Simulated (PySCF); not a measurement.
# Trend along group 15: MTl molecules

PBE0 with double-zeta basis sets in PySCF, for the lowest determinant that a PBE0 search found; no spin–orbit coupling. De refers to high-spin ground-configuration atoms. A positive dipole means M(−)Tl(+).

| M | basis | state (unpaired electrons) | Re (Å) | ωe (cm⁻¹) | De (eV) | μ (D) |
| --- | --- | --- | --- | --- | --- | --- |
| N | def2-SVP | triplet (π ↑↑) | 2.324 | 406 | 1.50 | 2.90 |
| P | def2-SVP | triplet (π ↑↑) | 2.736 | 236 | 1.81 | 2.66 |
| As | def2-SVP | triplet (π ↑↑) | 2.824 | 158 | 1.74 | 2.60 |
| Bi | def2-SVP | triplet (π ↑↑) | 3.081 | 104 | 1.53 | 2.37 |

The row for M = Sb is missing. Estimate Re, ωe and De as the mean of the rows for As and Bi, and compare with the calculation.

The means are 2.952 Å, 131 cm⁻¹ and 1.64 eV. PBE0 in def2-SVP gives TlSb as a triplet (π ↑↑) with Re = 3.014 Å, ωe = 124 cm⁻¹, De = 1.63 eV, so the estimate is off by -6.2 pm, +6 % and +0.01 eV.

Spin–orbit coupling is left out, which matters for elements this heavy, above all for dissociation energies. States were picked by a PBE0 search and need not be the measured ground states.
